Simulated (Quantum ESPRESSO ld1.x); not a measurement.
Results of a calculation; reference values are marked as such.
Q: The aim is neutral copper in [Ar] 3d10 4s1. This ld1.x (Quantum ESPRESSO 7.5) run was made with `OMP_NUM_THREADS=1 ld1.x < ld1.in > ld1.out`. Can the result be used? Name any fault.

```
 &input
    zed=29.0,
    iswitch=1,
    rel=1,
    lsd=1,
    dft='HF',
    config='[Ar] 3d10 4s1',
    prefix='ld1',
    max_out_wfc=37,
    file_charge='ld1.rho',
 /
```

Output (excerpt):

```
     Program LD1 v.7.5 starts

 %%%%%%%%%%%%%%%%%%%%%%%%%%%%%%%%%%%%%%%%%%%%%%%%%%%%%%%%%%%%%%%%%%%%%%%%%%%%%%
     Error in routine ld1_setup (1):
     HF not implemented yet
 %%%%%%%%%%%%%%%%%%%%%%%%%%%%%%%%%%%%%%%%%%%%%%%%%%%%%%%%%%%%%%%%%%%%%%%%%%%%%%

     stopping ...
```

A: No (refused). The line at issue: dft='HF'. The program stops in ld1_setup with "HF not implemented yet": ld1.x has no Hartree-Fock; KLI and OEP are its exact-exchange options. The sound input gives -1652.2708 hartree.
